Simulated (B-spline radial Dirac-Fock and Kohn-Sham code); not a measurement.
Core and valence levels of Ir⁴⁺

System: Ir⁴⁺ in the configuration [Xe] 4f14 5d5, inside a Watson sphere of charge -4 and radius 2 Å (a model of the Madelung potential; inside it an electron's potential energy is raised by 28.8 eV); nuclear rms radius 5.4032 fm (A = 193).

Input of the calculation (task.json; shells as n, l, electrons):

```json
{"items": [{
  "Z": 77,
  "q": 4,
  "cfg": [[1, 0, 2], [2, 0, 2], [2, 1, 6], [3, 0, 2], [3, 1, 6], [3, 2, 10], [4, 0, 2], [4, 1, 6], [4, 2, 10], [4, 3, 14], [5, 0, 2], [5, 1, 6], [5, 2, 5]],
  "A": 193,
  "rrms": 5.4032,
  "watson": [-4, 2.0],
  "do": ["binding"]
}]}
```

Run with: `python xray_run.py task.json out`

Calculated with a radial finite-basis atomic code, using Dirac-Fock (average of configuration) total-energy differences with a finite nucleus, the Breit interaction including its frequency dependence, and self-energy and vacuum-polarisation corrections. The model has no electron correlation. Energies are counted from the vacuum level.

All terms are in eV, carry their sign (relaxation lowers the binding energy) and add up to the binding energy; ⟨r⟩ is the mean radius of the orbital in the initial state.

```tsv
subshell	−ε (Koopmans)	relaxation	Gaunt	retardation	self-energy	vacuum polarisation	binding energy	⟨r⟩ (bohr)
1s	76628.8	-89.43	-288.09	26.58	-171.59	34.03	76140.3	0.017
2s	13562.4	-53.09	-31.98	2.29	-25.21	4.71	13459.1	0.073
2p1/2	12965.0	-57.78	-54.96	5.81	-0.45	0.25	12857.9	0.060
2p3/2	11334.4	-54.30	-37.33	8.07	-1.96	-0.16	11248.7	0.069
3s	3252.0	-29.36	-5.78	0.37	-5.82	1.06	3212.5	0.190
3p1/2	2985.8	-30.48	-10.24	0.94	-0.23	0.06	2945.8	0.180
3p3/2	2623.6	-28.60	-6.62	1.52	-0.50	-0.05	2589.4	0.195
3d3/2	2185.0	-31.51	-4.42	0.40	0.41	-0.05	2149.8	0.171
3d5/2	2107.5	-30.84	-2.98	0.43	0.20	-0.05	2074.3	0.175
4s	743.6	-11.53	-1.18	0.08	-1.43	0.26	729.8	0.423
4p1/2	630.3	-11.41	-2.13	0.20	-0.04	0.01	616.9	0.427
4p3/2	543.7	-10.25	-1.24	0.33	-0.10	-0.01	532.4	0.459
4d3/2	357.7	-10.04	-0.58	0.05	0.10	-0.01	347.2	0.472
4d5/2	341.4	-9.66	-0.27	0.05	0.06	-0.01	331.5	0.483
4f5/2	103.1	-8.97	0.17	-0.05	0.07	-0.01	94.28	0.525
4f7/2	99.78	-8.77	0.29	-0.05	0.05	-0.01	91.30	0.533
5s	133.3	-2.24	-0.18	0.01	-0.27	0.05	130.7	0.985
5p1/2	94.66	-1.95	-0.30	0.02	0.00	0.00	92.43	1.062
5p3/2	80.09	-1.59	-0.15	0.05	-0.01	0.00	78.38	1.147
5d	28.28	-0.84	0.00	0.00	0.01	0.00	27.45	1.493
```

For the deepest level, K (1s), the Breit terms make up -0.343 % of the binding energy, QED -0.181 % and orbital relaxation -0.117 %.

Spin-orbit splittings: 2p 1609.2 eV, 3p 356.5 eV, 3d 75.57 eV, 4p 84.55 eV, 4d 15.67 eV, 4f 2.98 eV, 5p 14.06 eV.
